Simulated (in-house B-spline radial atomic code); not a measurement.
Computed with a B-spline radial atomic code. Model: two electrons, singlet ground state, non-relativistic, full CI in B-splines with partial waves to l = 8 (at full coupling up to 3e-4 hartree above the limit, correlation up to 0.6 % small), density held at that of full coupling by Lieb maximisation.

W(λ) is the mean repulsion in the state of coupling λ less the Hartree energy of the fixed density. Its start is exact exchange, its initial slope is twice the second-order Görling-Levy correlation energy, and its area from 0 to 1 is E_xc. A straight curve means weak, dynamic correlation, and a curve that drops fast and flattens means strong correlation.

Command:
```bash
python run_ac.py task.json out
```
Settings (lengths in bohr, energies in hartree):
```
potential              coulomb
strength               2
lmax                   8
wall_radius            0.7
```

Run time, properties included: 0.8 s on 1 thread of Intel(R) Xeon(R) Processor @ 2.30GHz, on a shared host.

**W = mean repulsion less Hartree energy, and W of three functionals.**

Given: confinement point charge; nuclear charge 2; hard wall radius 0.7 bohr; external potential -Z/r.

Computed: LDA exchange minus exact 394.91 millihartree; SCAN exchange minus exact -0.3463 millihartree.

```csv
coupling,W xc (hartree),W xc minus exchange (millihartree),kinetic minus Kohn-Sham (millihartree),LDA (PW92) W minus its exchange (millihartree),PBE W minus its exchange (millihartree),SCAN W minus its exchange (millihartree)
0,-2.7722,0,0,0,0,0
0.02,-2.7743,-2.015,0,-14.5,-3.07,-1.94
0.05,-2.7773,-5.026,0.1,-30.66,-7.66,-4.82
0.12,-2.7842,-11.988,0.7,-61.06,-18.23,-11.43
0.25,-2.7969,-24.691,3.1,-106.01,-37.31,-23.37
0.4,-2.8112,-38.99,7.7,-148.73,-58.39,-36.72
0.6,?,?,?,?,?,?
0.8,-2.8476,-75.341,29.4,-239.03,-110.2,-70.46
1,-2.8648,-92.595,45,-276.51,-134.03,-86.44
1.4,-2.8976,-125.39,84.2,-341.92,-178.22,-116.85
2,-2.9429,-170.67,161,-423.75,-237.38,-159.06
3,-3.0093,-237.06,326.1,-532.92,-321.61,-221.83
4.5,?,?,?,?,?,?
7,-3.1965,-424.21,1227.9,-810.34,-554.41,-408.15
10,-3.2869,-514.62,1988.9,-940.17,-669.61,-504.71
```

(1) What belongs in the row 0.6?

(2) What belongs in the row 4.5?

(3) What is the PBE exchange minus exact?

**Energy parts, natural occupations and partial-wave weights.**

Computed: exchange energy -2.7722 hartree; correlation energy -0.047644 hartree; kinetic part of the DFT correlation energy 0.044952 hartree; kinetic part over minus potential part 0.48546; Hartree energy 5.5445 hartree; Kohn-Sham kinetic 21.048 hartree; Lieb Oxford ratio E_xc over LDA exchange 1.1862.

| natural | occupation of the shell (electrons) |
| --- | --- |
| s | 1.9973 |
| p | ? |
| s | 0.00014127 |
| d | 0.00011894 |
| p | 2.1428e-05 |
| f | 1.6251e-05 |

(4) What belongs in the row p?

```
wave      weight
   s     0.99872
   p   0.0012015
   d   6.198e-05
   f           ?
   g  2.0691e-06
```

(5) What belongs in the row f?

(6) What is the total energy?

(7) What is the initial slope twice GL2?

Answers

(1) W xc (hartree): -2.8297; W xc minus exchange (millihartree): -57.481; kinetic minus Kohn-Sham (millihartree): 16.9; LDA (PW92) W minus its exchange (millihartree): -197.07; PBE W minus its exchange (millihartree): -85.05; SCAN W minus its exchange (millihartree): -53.9.

(2) W xc (hartree): -3.0918; W xc minus exchange (millihartree): -319.53; kinetic minus Kohn-Sham (millihartree): 633.1; LDA (PW92) W minus its exchange (millihartree): -658.43; PBE W minus its exchange (millihartree): -424.18; SCAN W minus its exchange (millihartree): -301.94.

(3) 124.49 millihartree.

(4) occupation of the shell (electrons): 0.0023804.

(5) weight: 8.822e-06.

(6) 7.9254 hartree.

(7) -0.10089 hartree.

Half-way to full coupling W has made 52 % of its drop, against 50 % for a straight line, and second-order (GL2) theory, half the initial slope, overshoots the correlation energy by about 6 %: correlation is weak here. Over couplings 0 to 1 the errors in E_xc come to about +279 millihartree for LDA, +102 millihartree for PBE, +2.6 millihartree for SCAN, so SCAN is nearest. In LDA and PBE and SCAN the errors of exchange and correlation have opposite signs, so the sum is smaller than the larger of the two.
